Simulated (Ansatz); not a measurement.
## Setting up triplet SnNH2F in Ansatz

SnNH2F has 5 atoms, charge 0, and is taken as a triplet. As SMILES of the parent species, `[NH2][Sn][F]`. Geometry: relaxed at PBE0-D4/def2-TZVP. This is one conformer, not always the lowest. That shape belongs to the parent species and isn't relaxed for this state.

```xyz
5

N    -0.3029    0.4955   -0.3933
Sn    0.3389   -0.0537    1.4232
F     0.9669   -1.7759    0.7543
H    -0.7468    1.3693   -0.6291
H    -0.2062   -0.1089   -1.1966
```

Settings wanted:

```
basis set      : def2-SVP
core potential : def2-SVP
task           : energy
method         : DFT
functional     : wB97M-V
dispersion     : none
reference      : UKS
relativity     : none
accuracy       : high
start density  : atoms
```

Give an Ansatz 0.2.0 job that does this.

One that was run (others would do as well):

input.yaml:
```yaml
crystal:
  periodic: [false, false, false]
  atoms:
    - {symbol: "N", position_ang: [-0.302900, 0.495500, -0.393300]}
    - {symbol: Sn, position_ang: [0.338900, -0.053700, 1.423200]}
    - {symbol: F, position_ang: [0.966900, -1.775900, 0.754300]}
    - {symbol: H, position_ang: [-0.746800, 1.369300, -0.629100]}
    - {symbol: H, position_ang: [-0.206200, -0.108900, -1.196600]}
basis:
  gaussian: {orbitals: def2-SVP}
total_charge: 0
magnetization: {spin_polarized: true, initial_magnetization: 2}
hamiltonian: {xc: {name: wB97M-V}}
accuracy: high
output: {orbitals: {seedname: orbitals}}
```

```bash
$ ansatz run input.yaml --threads 1 --pin off --max-ram 3480MiB --events-out events.jsonl --progress --plain --runs-dir runs
```

Calculated total energy: -369.79085 Eh.
